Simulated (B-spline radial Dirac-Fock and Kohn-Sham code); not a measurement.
Level of theory: Dirac-Fock (average of configuration) total-energy differences with a finite nucleus, the Breit interaction including its frequency dependence, and self-energy and vacuum-polarisation corrections; a radial finite-basis atomic code. Free neutral atoms.

Q: Order these X-ray lines by photon energy, lowest first.
A. Ta Lβ4
B. Ta Lγ3
C. Yb Lβ4
D. Pt Lβ15
E. Tl Lβ6
F. Sm Lβ15

A: F (6578.0 eV), C (8317.3 eV), A (9216.1 eV), D (11229.3 eV), B (11279.5 eV), E (11802.5 eV).

Values without a named source are computed, but for edge energies of neutral atoms, which are taken from tables.
